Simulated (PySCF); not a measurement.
H8NSi3, SMILES [SiH2]N([SiH3])[SiH3] (connectivity only; charge and spin as stated), charge +1, multiplicity 1.

Geometry optimised at PBE-D3(BJ)/def2-SVP. The spin state was assumed, not searched. The isomer is the one that the SMILES or the coordinates give; other isomers of the formula were not compared.

These are TDDFT-B3LYP/def2-SVPD in PySCF 2.14.0 values and carry that method's errors.

Vertical excitations.  State labels are in the subgroup C2v.

Question: List the lowest excited states. (Estimate from the structure and the level; the computed values follow.)

Answer: 
```json
[
 {"state": "S1", "symmetry": "A1", "energy (eV)": "4.90", "λ (nm)": "253", "f": "0.130", "main pairs": "HOMO→LUMO 98 %"},
 {"state": "S2", "symmetry": "A2", "energy (eV)": "5.18", "λ (nm)": "239", "f": "0.000", "main pairs": "HOMO−1→LUMO 99 %"},
 {"state": "S3", "symmetry": "B1", "energy (eV)": "5.34", "λ (nm)": "232", "f": "0.016", "main pairs": "HOMO−2→LUMO 100 %"},
 {"state": "S4", "symmetry": "B2", "energy (eV)": "5.46", "λ (nm)": "227", "f": "0.000", "main pairs": "HOMO−3→LUMO 99 %"},
 {"state": "S5", "symmetry": "A2", "energy (eV)": "5.90", "λ (nm)": "210", "f": "0.000", "main pairs": "HOMO−4→LUMO 99 %"},
 {"state": "S6", "symmetry": "B2", "energy (eV)": "6.69", "λ (nm)": "185", "f": "0.008", "main pairs": "HOMO→LUMO+1 95 %"},
 {"state": "S7", "symmetry": "A1", "energy (eV)": "6.99", "λ (nm)": "177", "f": "0.038", "main pairs": "HOMO−5→LUMO 96 %"},
 {"state": "S8", "symmetry": "B2", "energy (eV)": "7.23", "λ (nm)": "171", "f": "0.000", "main pairs": "HOMO−6→LUMO 72 %, HOMO→LUMO+2 26 %"},
 {"state": "S9", "symmetry": "B2", "energy (eV)": "7.32", "λ (nm)": "169", "f": "0.016", "main pairs": "HOMO→LUMO+2 72 %, HOMO−6→LUMO 24 %"},
 {"state": "S10", "symmetry": "A2", "energy (eV)": "7.33", "λ (nm)": "169", "f": "0.000", "main pairs": "HOMO−7→LUMO 98 %"},
 {"state": "T1", "symmetry": "A1", "energy (eV)": "3.65", "λ (nm)": "340", "f": "0", "main pairs": "HOMO→LUMO 92 %"},
 {"state": "T2", "symmetry": "A2", "energy (eV)": "5.13", "λ (nm)": "242", "f": "0", "main pairs": "HOMO−1→LUMO 99 %"},
 {"state": "T3", "symmetry": "B1", "energy (eV)": "5.26", "λ (nm)": "236", "f": "0", "main pairs": "HOMO−2→LUMO 100 %"},
 {"state": "T4", "symmetry": "B2", "energy (eV)": "5.37", "λ (nm)": "231", "f": "0", "main pairs": "HOMO−3→LUMO 97 %"}
]
```
Triplets are in the Tamm–Dancoff approximation, which puts them higher than full response would, so one can lie above its singlet here.
